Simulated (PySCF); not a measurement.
Species: C4H5FOSi.
Numbering: `[O:1]=[C:2]1[CH2:3][CH:4]=[C:5]([F:6])[SiH2:7]1` (hydrogens: H8, H9 on C3; H10 on C4; H11, H12 on Si7)

The closed-shell ground state was solved at several levels (PySCF, density fitting, gas phase, non-relativistic). Isolated species at its PBE0-D3(BJ)/def2-SVP geometry, gas phase.

```csv
level,basis functions,total energy (Eh),HOMO (eV),LUMO (eV),gap (eV),dipole (D)
PBE0/pcSseg-2,329,-619.6127,-7.04,-1.74,5.30,1.47
PBE0/pcSseg-1,151,-619.4243,-7.04,-1.65,5.39,1.28
PBE0/6-31G,77,-619.3219,-6.91,-1.38,5.53,1.37
PBE0/cc-pVTZ,284,-619.5958,-6.94,-1.63,5.31,1.46
PBE0/pcSseg-0,77,-618.3528,-7.13,-1.64,5.49,1.05
PBE0/def2-SVP,127,-619.1294,-6.89,-1.54,5.35,1.28
"PBE0/6-311+G(2d,p)",227,-619.5775,-7.05,-1.77,5.28,1.51
PBE0/IGLO-III,304,-619.6143,-7.02,-1.75,5.27,1.50
PBE0/STO-3G,44,-611.8031,-3.71,2.51,6.22,0.85
B97-2/pcSseg-1,151,-619.8058,-6.77,-1.71,5.06,1.27
```

(1) What might PBE/pcSseg-1 (151 basis functions) give for the same quantities?

(2) Over all these levels, which gives the widest orbital gap and which the narrowest?

(3) How much does the basis alone move the frontier levels among the 9 PBE0 rows?

(4) In the pcSseg-1 basis, how does the gap go with the fixed share of exact exchange?

(5) How far do the dipole and the HOMO energy spread over the levels?

## Answers

(1) Total energy -619.3963 Eh, HOMO -5.59 eV, LUMO -2.70 eV, gap 2.89 eV, dipole 1.26 D.

(2) PBE0/STO-3G (global hybrid, 25 % exact exchange) has the widest, 6.22 eV, and PBE/pcSseg-1 (GGA) the narrowest, 2.89 eV. Functional and basis both differ between the two, so the spread mixes both effects.

(3) The HOMO by 3.42 eV and the LUMO by 4.28 eV. By rising basis size (HOMO, LUMO in eV): STO-3G -3.71, 2.51; 6-31G -6.91, -1.38; pcSseg-0 -7.13, -1.64; def2-SVP -6.89, -1.54; pcSseg-1 -7.04, -1.65; 6-311+G(2d,p) -7.05, -1.77; cc-pVTZ -6.94, -1.63; IGLO-III -7.02, -1.75; pcSseg-2 -7.04, -1.74.

(4) PBE (0 %) 2.89 eV; B97-2 (21 %) 5.06 eV; PBE0 (25 %) 5.39 eV. Each rise in the share widens the gap here.

(5) The dipole runs from 0.85 to 1.51 D (mean 1.30 D) and the HOMO from -7.13 to -3.71 eV.
